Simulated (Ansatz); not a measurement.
Cost and result for the atomization energy of C2H6AlFS (11 atoms, 9 bonds).

Cartesian coordinates in Å:
```
F 1.9719 0.0722 0.7619
C -0.8701 -0.9368 0.1309
C -0.2121 -1.1384 -1.0148
Al 0.8244 0.9601 -0.0527
S -0.4480 2.2674 1.1810
H -0.4585 -1.2663 1.0797
H -1.8464 -0.4680 0.1540
H -0.6300 -0.8408 -1.9697
H 0.7542 -1.6329 -1.0312
H 1.0702 1.3789 -1.5526
H -0.1554 1.6046 2.3134
```

Total charge 0; spin multiplicity 1. The bonds changed during the relaxation, so this is another structure than the one it started from. The structure was optimised at the PBE0-D4/def2-TZVP level. It is one conformer, not always the lowest. Program: Ansatz. All runs use 4 threads of an Arm Neoverse V1 on a shared host. Times are those of one run each, without the atoms' runs, and a repeat can differ threefold. Electronic energies, without spin–orbit coupling; frozen cores. CCSD(T)/CBS adds CCSD(T) − MP2 in def2-TZVPP to the MP2 limit, and its time is that of the two runs behind it. T1 = 0.011. B3LYP takes the VWN-RPA correlation (the form of Gaussian; ORCA's B3LYP/G).

CCSD(T)/CBS is a level of theory with its own doubt, some kJ/mol a heavy atom from the limit and from the frozen cores, so smaller differences don't rank the functionals.

```
                             level  functions  wall time
   PBE-D4/def2-TZVPP (with forces)        261      2.9 s
                PBE0-D4/def2-TZVPP        261      3.6 s
r2SCAN-D4/def2-TZVPP (with forces)        261        6 s
 B3LYP-D4/def2-TZVPP (with forces)        261        6 s
                 B2PLYP/def2-TZVPP        261      6.5 s
                ωB97X-V/def2-TZVPP        261        9 s
  ωB97M-V/def2-TZVPP (with forces)        261       13 s
                    MP2/def2-QZVPP        491       23 s
                CCSD(T)/def2-TZVPP        261    2.8 min
                 CCSD(T)/CBS(def2)          –    3.2 min
```

**Question.** What atomization energy does each give, and how far from CCSD(T)/CBS? (An estimate is asked.)

**Answer.** Computed: 
```tsv
level	atomization (kcal/mol)	difference from CCSD(T)/CBS	per bond
PBE-D4/def2-TZVPP (with forces)	967.0	7.9	0.9
PBE0-D4/def2-TZVPP	952.9	-6.2	-0.7
r2SCAN-D4/def2-TZVPP (with forces)	960.0	0.9	0.1
B3LYP-D4/def2-TZVPP (with forces)	953.5	-5.6	-0.6
B2PLYP/def2-TZVPP	944.6	-14.5	-1.6
ωB97X-V/def2-TZVPP	957.3	-1.8	-0.2
ωB97M-V/def2-TZVPP (with forces)	959.7	0.6	0.1
MP2/def2-QZVPP	962.6	3.5	0.4
CCSD(T)/def2-TZVPP	934.3	-24.8	-2.8
CCSD(T)/CBS(def2)	959.1	0.0	0.0
```

From PBE to PBE0 (25 % exact exchange), in def2-TZVPP and without D4, the atomization energy moves by −13.3 kcal/mol: exact exchange takes away binding that semilocal exchange gives to molecules. The D4 term adds +9.3 kcal/mol with B3LYP and +4.9 kcal/mol with PBE0; it sums over pairs of atoms, weighted by their polarisabilities, and B3LYP, whose exchange is more repulsive, gets the larger term. In def2-TZVPP, CCSD(T) changes the Hartree–Fock value by +217.1 kcal/mol (the triples alone add +13.2 kcal/mol) and MP2 by +230.7 kcal/mol; breaking electron pairs costs correlation energy, which Hartree–Fock lacks.
